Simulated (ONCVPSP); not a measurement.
## What the settings do to the ONCV potential of zinc

Base potential:

ONCVPSP 4.0.1 input, shortened (lines: element, Z, core and valence counts, functional; n l f; lmax; l rc ep ncon nbas qcut; lloc lpopt rc5 dvloc0; l nproj debl; icmod fcfact rcfact), Wu-Cohen, scalar-relativistic:

```
  Zn 30.00    5    2  -118130      upf
    1    0    2.00
    2    0    2.00
    2    1    6.00
    3    0    2.00
    3    1    6.00
    3    2   10.00
    4    0    2.00
    2
    0    2.00    0.00    3    8    4.10
    1    1.80    0.02    5    9    3.90
    2    1.40    0.00    3    7   10.70
    4    5    1.25    0.00
    0    2    0.90
    1    2    3.60
    2    2    0.90
    3    4.50    1.55
```

All-electron outer shells of the reference configuration (Wu-Cohen, scalar-relativistic, ld1.x):

```csv
shell,level (eV),outermost node (bohr),outermost maximum (bohr)
3p,-83.32,0.25,0.59
3d,-10.18,–,0.56
4s,-6.02,0.85,2.09
```

Cutoffs, loose and tight: the cutoffs (Ha) at which the residual kinetic energy of the hardest occupied pseudo-wave falls to 1 and 0.1 mHa per electron. They do not see the model core or the augmentation charge, which bear on the density cutoff. Test errors are all-electron minus pseudo excitation energies from the reference, over the configurations 3d10 4s1; 3d10 4s0; 3d9 4s0; 3d10 4s0 4p1. A dash means not determined; rows that change the core or the reference have their own tests.

A true bound ghost makes a file unfit for plane-wave use even where its test errors are small: the radial tests pick states by their node count and pass the ghost by.

| change | outcome | cutoff, loose | cutoff, tight | bound ghosts | GHOST(+) flags above zero | largest test error (meV) |
| --- | --- | --- | --- | --- | --- | --- |
| base | generated | 47 Ha | 52 Ha | none | s | +59 |
| d: rc 0.96; local potential polynomial inside 0.96 bohr (lpopt 5, dvloc0 0 Ha) | generated | – | – | s | p | -41 |
| d: rc 1.08; local potential polynomial inside 1.08 bohr (lpopt 5, dvloc0 0 Ha) | generated | 83 Ha | 226 Ha | s | p | -35 |
| d: rc 1.22; local potential polynomial inside 1.22 bohr (lpopt 5, dvloc0 0 Ha) | generated | 53 Ha | 94 Ha | none | s | +37 |
| d: rc 1.36 | generated | 48 Ha | 54 Ha | none | s | +54 |
| d: rc 1.48 | generated | 46 Ha | 51 Ha | none | s | +70 |
| d: rc 1.56 | generated | 44 Ha | 49 Ha | none | s | +81 |
| d: rc 1.72 | generated | 41 Ha | 46 Ha | none | s | +106 |
| d: rc 2.06 | generated | 33 Ha | 37 Ha | none | s | +199 |

What comes out with this change to the base: d: rc 1.8?

outcome: generated; cutoff, loose: 39 Ha; cutoff, tight: 44 Ha; bound ghosts: none; GHOST(+) flags above zero: s; largest test error (meV): +127.

What comes out with this change to the base: d: rc 1.96?

outcome: generated; cutoff, loose: 35 Ha; cutoff, tight: 40 Ha; bound ghosts: none; GHOST(+) flags above zero: s; largest test error (meV): +168.

Reading the sweep of the d radius (base included, trends over the rows without a ghost): The loose cutoff falls from 53 Ha at 1.22 to 33 Ha at 2.06 bohr. A larger radius leaves more room for a smooth pseudo-wave, so fewer plane waves are needed; a smaller one forces it to follow the all-electron wave where it bends sharply. The median size of the test errors (rows with all tests solved) is not monotonic: lowest 3.3 meV at 1.72 bohr, highest 20.8 meV at 2.06 bohr. Bound ghosts are found at 0.96, 1.08 bohr.
